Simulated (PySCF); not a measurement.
# One molecule, several mistakes: AlBCH6N

All numbers below are calculated, not measured. The program is PySCF 2.14.0, an open-source quantum chemistry code, run on an isolated molecule that a program drew, which may never have been made. The molecule is AlBCH6N (charge 0, doublet), drawn as the SMILES string `CN[BH][AlH]`.

Each row is a Hartree-Fock (HF) and frozen-core CCSD(T) single point in the cc-pV(D+d)Z basis, meant for a local HF minimum. Run 1 is clean. Each other run has one planted mistake out of seven kinds, and not every kind appears here: one electron removed, one electron added, multiplicity raised by two, geometry at a saddle point, minimal basis STO-3G, one bond length entered in bohr, all coordinates scaled. The reference is restricted for singlets and unrestricted otherwise, and also for a bond in bohr. Adding or removing an electron swaps singlet and doublet. Electrons count all cores. HOMO and LUMO are orbital energies over both spins, the gradient is its largest component, and the lowest frequency (negative if imaginary) is given only where the gradient is small. Bond lengths are over the 9 bonds as drawn. T1 is the CCSD diagnostic: over 0.02 (restricted) or 0.045 (unrestricted) a single reference is doubtful.

Geometry of the clean run:
```xyz
10
AlBCH6N, angstrom
C    -0.8829    1.2202    0.7084
N     0.3219    0.4789    0.4146
B     1.3927    0.8319   -0.4014
Al    1.6686    2.6983   -1.4676
H    -0.8559    2.1876    0.2074
H    -0.9893    1.4026    1.7810
H    -1.7754    0.6903    0.3652
H     0.3537   -0.4108    0.8733
H     2.2822    0.0128   -0.4716
H     1.3133    2.8523   -3.0207
```

| run | electrons | basis functions | <S^2> | HOMO (eV) | LUMO (eV) | gradient (hartree/bohr) | lowest frequency (cm^-1) | mean bond (Å) | longest bond (Å) | T1 | HF (hartree) | CCSD(T) (hartree) | mistake |
|---|---|---|---|---|---|---|---|---|---|---|---|---|---|
| 1 | 37 | 95 | 0.763 | -7.21 | 1.05 | 1.3e-05 | 115 | 1.3437 | 2.167 | 0.0171 | -362.39772 | -362.91100 | no fault |
| 2 | 37 | 95 | 3.759 | -5.72 | -0.90 | 7.4e-02 | - | 1.3437 | 2.167 | 0.0289 | -362.28432 | -362.78552 | multiplicity raised by two |
| 3 | 38 | 95 | 0.000 | 0.14 | 6.44 | 3.7e-02 | - | 1.3437 | 2.167 | 0.0170 | -362.36534 | -362.91006 | one electron added |
| 4 | 37 | 95 | 0.765 | -7.36 | 0.93 | 3.6e-02 | - | 1.4068 | 2.269 | 0.0186 | -362.38009 | -362.90145 | all coordinates scaled |
| 5 | 37 | 30 | 0.761 | -3.55 | 8.10 | 3.7e-02 | - | 1.3437 | 2.167 | 0.0179 | -357.96692 | -358.18316 | ? |

**Which mistake was planted in run 5, and what did it cost?**

It has 30 basis functions where the clean run has 95, with the same electrons and geometry. So the mistake is: minimal basis STO-3G. Subtracting run 1 and multiplying by 627.51 kcal/mol a hartree, the energy moved by 2780.4 kcal/mol in HF and 2966.8 kcal/mol in CCSD(T).

Cautions from the logs. Run 3: the HOMO is above zero, so the electron isn't bound and the energy depends on the basis.
